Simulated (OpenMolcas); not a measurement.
**W3+: from RASSCF to RASPT2**

```
Program             : OpenMolcas 26.06
Basis               : ANO-RCC-VTZP [8s7p5d3f2g1h]
Scalar Hamiltonian  : DKH2, point nucleus
Active space        : 9 electrons in 8 orbitals (RAS1 5p, at most 2 holes; RAS2 5d)
State averaging     : 2S+1 = 4 even, 10 roots; 2S+1 = 2 even, 40 roots
Spin-orbit coupling : state interaction with AMFI integrals over the reference wave functions, term energies averaged over their components
```

Methods on the same reference wave functions:
A. RASSCF
B. SS-RASPT2, IPEA 0.25 Eh, imaginary shift 0.1 Eh (closed shells correlated: 5s)
C. MS-RASPT2, IPEA 0.25 Eh, imaginary shift 0.1 Eh (closed shells correlated: 5s)

Energies in cm-1 above 5d3 4F 3/2, the measured ground level; measured values from the list in J. Phys. B 45, 035001 (2012).

```tsv
Level	A	B	C	Measured
5d3 4F 3/2	0.0	0.0	0.0	0.0
5d3 4F 5/2	3638	3860	3860	3537
5d3 4F 7/2	7169	7290	7290	6745
5d3 4F 9/2 [72 %]	10192	9960	9960	9256
5d3 4P 1/2 [52 %]	14425	12120	12110	
5d3 2G 7/2	18367	16530	16530	15261
5d3 2H 9/2 [52 %]	19301	17510	17500	
5d3 4P 5/2	19370	18440	18440	17190
5d3 2P 1/2 [52 %]	23124	19410	19410	
5d3 2H 11/2	26339	23920	23920	22223
5d3 2D 5/2(1)	27180	25200	25180	22766
5d3 2F 7/2	35069	31140	31140	28412
5d3 2F 5/2	35089	31120	31110	27938
5d3 2D 5/2(2)	51023	46960	46970	43287
5d3 2D 3/2(2)	51355	47210	47190
```

Deviations, from unrounded energies. A percentage is the sum of absolute deviations over the sum of measured energies, with the sign that they share, or ± where signs differ.

| Against measurement | Levels | A | B | C |
| --- | --- | --- | --- | --- |
| mean absolute deviation (cm-1) | 10 | 3700 | 1800 | 1800 |
| fine structure of the ground term (%) | 3 | +7.5 | +8.1 | +8.0 |
| other terms of the ground configuration (%) | 7 | +20.0 | +9.2 | +9.1 |

B, C lie about equally close to measurement and A furthest from it. The largest miss of C in the table is 5d3 2D 5/2(2), by +3700 cm-1. The ranking rests on the paired levels alone, and a cruder setting can come out closer through cancelling errors.

Between B and C the level of the table that moves most is 5d3 2D 5/2(1), by 25 cm-1 (lowest in C, highest in B). Moves below CASPT2's spread within the term are not significant.

The two smallest mean deviations differ by little beside CASPT2's spread within terms, so their order carries little weight.

From A to B the spin-free energies of the other terms of 5d3 shown, above 4F, scale by factors of 0.64 to 0.90.

The lowest spin-free term lies below A's lowest term by 0.209 hartree in B, 0.209 hartree in C.

CASPT2 breaks the degeneracy within a term, and the mean is taken; among the terms shown or strongly mixed into the levels shown the widest spread is 900 cm-1 (5d3 4F, C). Over all roots computed the reference weight is 0.91 to 0.97 in B, 0.91 to 0.97 in C; the roots of lowest weight are the least certain, and an intruder state may touch them. Active for correlation alone: 5p; no level in the range computed is led by a configuration that opens it, so any true level of that kind is missing. Without dynamic correlation excited terms often stand tens of per cent too high (terms of higher spin than the ground term too low), and those without a measured partner can miss by more than the paired ones (holds for A). Some levels mix across a computed gap that differs much from the measured one, so their mixing is not that of the real levels (holds for A). The CASPT2 spread within a term exceeds the gap to the next term for 5d3 2H and 5d3 2D(1), so the order of their levels is uncertain (holds for B; C). Computed and measured levels are paired by configuration, term and J; levels that our copy of the source lacks, or whose pairing is in doubt (as where it misses far off the trend of its configuration), stay unpaired and out of the deviations. Only configurations of the active space appear. Levels that lie high or do not pair safely by name in every column are left out.

A share in square brackets marks a mixed level and gives the weight of the term that names it, the lowest over the columns. A number in round brackets counts repeated terms of one configuration in the order of the reference energies.
